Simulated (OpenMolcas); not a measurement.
Au2+ (d9) among equal point charges was computed by CASSCF with the d shell active (OpenMolcas, ANO-RCC-VDZP on the metal). Its lowest spin-free states, and all those of the highest spin:

```
2S+1  Degeneracy  E (cm-1)
   2           2       0.0
   2           3     15550
```

**Question.** Is the site octahedral, tetrahedral or cube-like, axial, or of lower symmetry?

**Answer.** The states with 2S+1 = 2 have orbital degeneracies 2, 3. Threefold states need a cubic site. For d9 at this spin an octahedron puts the twofold E below the threefold T2 and a tetrahedron or cube puts the threefold T2 below the twofold E, so the site is octahedral. The first gap at this spin, 15600 cm-1, is |10Dq| in ligand-field theory. The run had Au2+ among 6 point charges of -1.7 e arranged as an octahedron (Oh), 1.8 Å from the ion.

An orbital doublet at a regular site is open to a Jahn-Teller distortion, which this geometry leaves out. This is an electrostatic model: the charges have no orbitals. No measured value stands beside these numbers.
